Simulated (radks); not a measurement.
The numbers below are computed, except where a source is named.
Isoelectronic series with 8 electrons, each ion in its NIST ground configuration. Level of theory: scalar-relativistic Kohn-Sham, PBE, spin-polarised, spherical densities, finite nucleus; open shells are filled with parallel spins first (spin-orbit coupling, left out, can overturn this in heavy ions); Fermi nuclear charge, rms radius of each element as measured or else 0.836 A^(1/3) + 0.57 fm (a radial shooting solver on a logarithmic mesh with Libxc functionals). Total energies (hartree) and mean radii <r> (bohr):

| ion | configuration | E (hartree) | 2p down | 2p up | 2s down | 2s up |
|---|---|---|---|---|---|---|
| O | [He] 2s2 2p4 | -75.05759 | 1.335 | 1.231 | 1.159 | 1.128 |
| Si6+ | [He] 2s2 2p4 | -272.35268 | 0.4893 | 0.4822 | 0.5357 | 0.5304 |
| Cl9+ | [He] 2s2 2p4 | -418.82878 | 0.3764 | 0.3724 | 0.4213 | 0.4182 |
| Ca12+ | [He] 2s2 2p4 | -597.41909 | 0.3060 | 0.3035 | 0.3469 | 0.3448 |
| V15+ | [He] 2s2 2p4 | -808.36856 | 0.2578 | 0.2561 | 0.2946 | 0.2931 |
| Fe18+ | [He] 2s2 2p4 | -1051.97213 | 0.2227 | 0.2214 | 0.2558 | 0.2547 |
| Cu21+ | [He] 2s2 2p4 | -1328.57504 | 0.1959 | 0.1949 | 0.2258 | 0.2250 |
| Ge24+ | [He] 2s2 2p4 | -1638.57440 | 0.1748 | 0.1740 | 0.2019 | 0.2013 |
| Br27+ | [He] 2s2 2p4 | -1982.42313 | 0.1577 | 0.1571 | 0.1824 | 0.1819 |
| Sr30+ | [He] 2s2 2p4 | -2360.63122 | 0.1436 | 0.1431 | 0.1662 | 0.1658 |
| Nb33+ | [He] 2s2 2p4 | -2773.76947 | 0.1318 | 0.1313 | 0.1525 | 0.1521 |
| Ru36+ | [He] 2s2 2p4 | -3222.47418 | 0.1217 | 0.1213 | 0.1407 | 0.1404 |
| Ag39+ | [He] 2s2 2p4 | -3707.45864 | 0.1129 | 0.1126 | 0.1305 | 0.1302 |
